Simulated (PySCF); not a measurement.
HSiCl3.
Z-matrix (Å and degrees, GFN2-xTB geometry), rows numbered from 1:
```
Cl
Si  1  2.0104
Cl  2  2.0101  1  109.59
Cl  2  2.0101  1  109.62  3   120.31
H   2  1.4505  1  109.29  3  -119.83
```

Method: PBE0/pcSseg-1 in PySCF (dipole) on a GFN2-xTB geometry, gas phase.

Masses are those of the commonest isotopes; rigid-rotor values at the optimised geometry. 

Problem. What are A, B and C (cm⁻¹)?

Solution. Ia = 202.35, Ib = 202.44, Ic = 377.40 u·Å²; 505379 MHz·u·Å²/I gives 2498, 2496 and 1339 MHz, that is A = 0.08331, B = 0.08327, C = 0.04467 cm⁻¹.

Problem. Classify the top.

Solution. An oblate symmetric top, as the point group C3v requires two equal moments; the computed ones differ by 0.05 % because the geometry is symmetric only within the optimiser's tolerance: κ = (2 × 2496 − 2498 − 1339)/(2498 − 1339) = 1.00.

Problem. What does the inertial defect say?

Solution. Not planar: Δ = Ic − Ia − Ib = -27.39 u·Å². For a rigid frame Δ = −2 Σ m c², so Σ m c² = 13.70 u·Å² lies off the ab plane: 3.88 from hydrogen and 9.82 from heavier atoms. The atom farthest from that plane is 1.96 Å away.

Problem. Where do the R-branch lines fall?

Solution. The dipole of 1.01 D lies along the symmetry axis, so ΔK = 0 and J+1 ← J falls at 2B(J+1) for every K: 4.99 GHz, 9.99 GHz, 14.98 GHz, 19.98 GHz, 24.97 GHz for J = 0 to 4.

Problem. Estimate the classical rotational partition function at 10 K, 25 K and 500 K.

Solution. Point group C3v, symmetry number σ = 3; q = (√π/σ)·√((kT/h)³/(ABC)), k/h = 20836.6 MHz/K: 615 at 10 K, 2430 at 25 K, 217000 at 500 K.

No GFN2-xTB frequencies stand behind this structure, so it isn't proved a minimum. These are rigid-rotor constants of the computed structure; measured ground-state constants (B0) also hold zero-point vibration.

On one thread, Arm Neoverse V2, shared host, this took 4.6 s. This is the PBE0/pcSseg-1 job that gave the dipole, with the shieldings it also computed.
